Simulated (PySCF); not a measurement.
**Cost against result**

Saddle point of GePH7, singlet (GeH₄ + PH₃ → GePH₅ ([PH2][GeH3]) + H₂; bonds formed: Ge1–P7, H2–H6; bonds broken: Ge1–H2, H6–P7), PBE0-D4/def2-TZVP structure:

```
9
angstrom
Ge -0.8738 0.7813 -0.2894
H -0.6950 -1.0830 -0.3366
H -1.5337 0.7252 -1.6894
H -1.9281 0.8145 0.8263
H -0.0899 2.1115 -0.2866
H -0.0186 -1.6179 0.2888
P 1.1082 -0.5578 0.7587
H 2.4601 -0.4706 1.2974
H 1.5710 -0.7031 -0.5693
```

Barriers are electronic and count from the start structure reached by relaxing down the imaginary mode.

Program: PySCF 2.14 with density fitting (its default auxiliary sets; JK sets also for MP2 and CCSD(T)). Basis: as named in each row. Cores are frozen in the correlated methods. Filled d shells of the heavier atoms are correlated. The def2 sets are not built for correlating such inner shells, so the correlated values are less sure here. B3LYP uses VWN-RPA correlation. Extrapolation: Hartree–Fock as exp(−7.88 √X), correlation as X^−2.97.

Times are rough, for one single point on 4 threads of a shared host (Arm Neoverse V2).

The estimate by CCSD(T) at an estimated basis limit (MP2 extrapolated from triple and quadruple zeta, plus CCSD(T) − MP2 in triple zeta) is 63.93 kcal/mol.

```tsv
method	basis	time (s)	barrier (kcal/mol)	method less estimate
HF	STO-3G	under 1	120.17	56.24
B3LYP-D4	6-31G	2	60.60	-3.32
PBE0-D4	def2-SVP	4	58.19	-5.73
PBE-D4	def2-SVP	4	51.15	-12.78
MP2	def2-QZVPP	6	63.17	-0.75
SPW92	def2-TZVPP	6	44.97	-18.96
PBE0-D4	def2-TZVPP	9	57.04	-6.89
PBE-D4	def2-TZVPP	9	50.54	-13.39
B3LYP-D4	def2-TZVPP	10	60.52	-3.41
BHLYP-D4	def2-TZVPP	10	68.34	4.41
CCSD(T)	def2-SVP	18	69.89	5.97
r2SCAN-D4	def2-TZVPP	20	56.20	-7.72
wB97M-V	def2-TZVPP	140	64.51	0.58
CCSD(T)	def2-TZVPP	300	64.91	0.98
```

All methods are single points on the PBE0-D4 structures.

No T1 diagnostic of these runs exceeds 0.014.

Labels in which every atom is bracketed show which atoms are joined, not bond orders.
